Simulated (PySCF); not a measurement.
**[IH4]+: from structure and modes to constants**

Method: PBE0/[I def2-TZVP with ECP28, H def2-TZVP], scalar-relativistic core potentials, density fitting, no spin–orbit coupling, PySCF.

The singlet minimum has C4v symmetry. Masses (u): I 126.90447, H 1.00782.

```xyz
5
charge 1 multiplicity 1, angstrom
I     0.0000    0.0000   -0.0174
H     0.0000    1.6065    0.5235
H     0.0000   -1.6065    0.5235
H     1.6065    0.0000    0.5235
H    -1.6065    0.0000    0.5235
```

Harmonic wavenumbers (cm⁻¹): 539.2 (b1, ×1), 770.8 (a1, ×1), 1171.4 (e, ×2), 1347.8 (b2, ×1), 1874.6 (e, ×2), 1913.8 (b1, ×1), 1987.9 (a1, ×1).

(1) Find the principal moments of inertia and the rotational constants. What kind of rotor is it?

(2) What is the harmonic zero-point energy?

## Answers

(1) About the centre of mass I = 6.3454, 6.3454, 10.405 u Å². With B = 16.8576/I this gives 2.657, 2.657, 1.62 cm⁻¹. The molecule is an oblate symmetric top.

(2) Half the sum of all 9 wavenumbers, 12651/2 = 6326 cm⁻¹, which is 75.7 kJ/mol (1 cm⁻¹ = 0.0119627 kJ/mol).

Other isomers or separated fragments may lie lower.
